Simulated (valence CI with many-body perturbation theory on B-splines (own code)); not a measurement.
## Lu XLIX: calculated level list

Calculated by configuration interaction combined with many-body perturbation theory (CI+MBPT): five valence electrons over a frozen Dirac-Fock core [Ar], a basis of 7 s, 7 p, 8 d, 6 f, 4 g, 1 h functions for each j, with the one-electron correlation potential Σ1, the two-electron term Σ2, the three-electron term Σ3, Breit, model QED; selected CI, second order for the rest (own B-spline code, finite nucleus).

No measured spectrum was set against this ion. As an estimate, large intervals hold to a few tenths of a per cent, small ones and those within an open d or f shell to about a per cent. Among the levels kept, up to 250 cm⁻¹ of a level comes from second order outside the variational space, and about a tenth of that is noise between levels of different J, which matters for small intervals. The list stops below the first excitations out of the core. Only levels of the ground parity were solved; by the run's estimate the other parity begins above the list, which can be wrong where configurations are misplaced.

Levels 1 to 36 of 36, with energies above the lowest level, (3d3/2^4 3d5/2) J=5/2. "Leading %" is the weight of the configuration and term that name the level; weights of strongly mixed levels are sums over their largest components and can fall short. In the jj column 3d3/2^4 stands for four electrons in 3d with j = 3/2. Lifetimes count E1, E2, E3, M1 and M2 decay at the calculated energies, and are blank where another channel may lead or the interval is too uncertain; long ones can be off by a factor of two.

| No. | Configuration | Term | J | E (cm⁻¹) | Leading % | Lifetime | g | Leading jj |
| --- | --- | --- | --- | --- | --- | --- | --- | --- |
| 1 | 3d⁵ | ⁴P | 5/2 | 0 | 26 |  | 1.303 | 3d3/2^4 3d5/2 (96 %) |
| 2 | 3d⁵ | ⁶S | 5/2 | 373550 | 36 | 559 ns | 1.334 | 3d3/2^3 3d5/2^2 (92 %) |
| 3 | 3d⁵ | ⁴G | 7/2 | 464400 | 33 | 1.15 μs | 1.157 | 3d3/2^3 3d5/2^2 (99 %) |
| 4 | 3d⁵ | ²H | 11/2 | 475100 | 44 |  | 1.103 | 3d3/2^3 3d5/2^2 (99 %) |
| 5 | 3d⁵ | ⁴D | 3/2 | 477510 | 39 | 477 ns | 1.165 | 3d3/2^3 3d5/2^2 (99 %) |
| 6 | 3d⁵ | ²G | 9/2 | 515990 | 30 | 496 μs | 1.133 | 3d3/2^3 3d5/2^2 (97 %) |
| 7 | 3d⁵ | ²D | 5/2 | 542820 | 32 | 15.2 μs | 1.133 | 3d3/2^3 3d5/2^2 (94 %) |
| 8 | 3d⁵ | ⁴P | 1/2 | 566970 | 44 | 59.1 μs | 1.808 | 3d3/2^3 3d5/2^2 (91 %) |
| 9 | 3d⁵ | ²F | 7/2 | 578710 | 39 | 13.8 μs | 1.077 | 3d3/2^3 3d5/2^2 (98 %) |
| 10 | 3d⁵ | ²D | 3/2 | 701770 | 61 | 4.61 μs | 0.795 | 3d3/2^3 3d5/2^2 (89 %) |
| 11 | 3d⁵ | ⁶S | 5/2 | 831050 | 33 | 253 ns | 1.294 | 3d3/2^2 3d5/2^3 (91 %) |
| 12 | 3d⁵ | ⁴D | 7/2 | 895820 | 52 | 466 ns | 1.209 | 3d3/2^2 3d5/2^3 (99 %) |
| 13 | 3d⁵ | ²I | 11/2 | 900070 | 50 | 688 ns | 1.086 | 3d3/2^2 3d5/2^3 (99 %) |
| 14 | 3d⁵ | ⁴G | 9/2 | 915560 | 61 | 694 ns | 1.140 | 3d3/2^2 3d5/2^3 (97 %) |
| 15 | 3d⁵ | ²I | 13/2 | 939230 | 100 | 3.54 μs | 1.067 | 3d3/2^2 3d5/2^3 (100 %) |
| 16 | 3d⁵ | ⁴D | 1/2 | 949770 | 78 | 374 ns | 0.468 | 3d3/2^2 3d5/2^3 (98 %) |
| 17 | 3d⁵ | ⁴P | 3/2 | 959450 | 53 | 257 ns | 1.167 | 3d3/2^2 3d5/2^3 (97 %) |
| 18 | 3d⁵ | ²F | 5/2 | 969240 | 42 | 474 ns | 1.020 | 3d3/2^2 3d5/2^3 (97 %) |
| 19 | 3d⁵ | ²H | 9/2 | 1009800 | 53 | 389 ns | 1.098 | 3d3/2^2 3d5/2^3 (100 %) |
| 20 | 3d⁵ | ²G | 7/2 | 1028500 | 61 | 1.31 μs | 0.981 | 3d3/2^2 3d5/2^3 (100 %) |
| 21 | 3d⁵ | ⁴F | 5/2 | 1044200 | 64 | 370 ns | 1.045 | 3d3/2^2 3d5/2^3 (98 %) |
| 22 | 3d⁵ | ²D | 3/2 | 1050700 | 86 | 960 ns | 0.847 | 3d3/2^2 3d5/2^3 (89 %) |
| 23 | 3d⁵ | ²G | 7/2 | 1094200 | 47 | 699 ns | 1.032 | 3d3/2^2 3d5/2^3 (96 %) |
| 24 | 3d⁵ | ⁴P | 1/2 | 1094900 | 42 | 470 ns | 1.768 | 3d3/2^2 3d5/2^3 (84 %) |
| 25 | 3d⁵ | ²G | 9/2 | 1161000 | 78 | 1.22 μs | 1.103 | 3d3/2^2 3d5/2^3 (97 %) |
| 26 | 3d⁵ | ²P | 3/2 | 1279900 | 74 | 1.17 μs | 1.180 | 3d3/2^2 3d5/2^3 (97 %) |
| 27 | 3d⁵ | ²D | 5/2 | 1301300 | 74 | 553 ns | 1.195 | 3d3/2^2 3d5/2^3 (87 %) |
| 28 | 3d⁵ | ⁴P | 5/2 | 1360600 | 32 | 167 ns | 1.206 | 3d3/2 3d5/2^4 (91 %) |
| 29 | 3d⁵ | ²F | 7/2 | 1426200 | 28 | 234 ns | 1.180 | 3d3/2 3d5/2^4 (99 %) |
| 30 | 3d⁵ | ²H | 11/2 | 1438700 | 55 | 296 ns | 1.067 | 3d3/2 3d5/2^4 (99 %) |
| 31 | 3d⁵ | ⁴D | 3/2 | 1451300 | 30 | 188 ns | 0.973 | 3d3/2 3d5/2^4 (98 %) |
| 32 | 3d⁵ | ²G | 9/2 | 1495900 | 55 | 334 ns | 1.111 | 3d3/2 3d5/2^4 (96 %) |
| 33 | 3d⁵ | ²D | 5/2 | 1531300 | 62 | 299 ns | 1.108 | 3d3/2 3d5/2^4 (91 %) |
| 34 | 3d⁵ | ²G | 7/2 | 1557000 | 54 | 331 ns | 1.006 | 3d3/2 3d5/2^4 (97 %) |
| 35 | 3d⁵ | ²P | 1/2 | 1619400 | 52 | 318 ns | 1.252 | 3d3/2 3d5/2^4 (91 %) |
| 36 | 3d⁵ | ²D | 3/2 | 1739100 | 75 | 239 ns | 0.865 | 3d3/2 3d5/2^4 (95 %) |

The ionisation energy to 3d⁴ ³P0 of the next ion comes out as 4210.4 eV (NIST: 4211 ± 4 eV (theoretical)). All 36 levels together are meant to be complete up to 1893000 cm⁻¹.
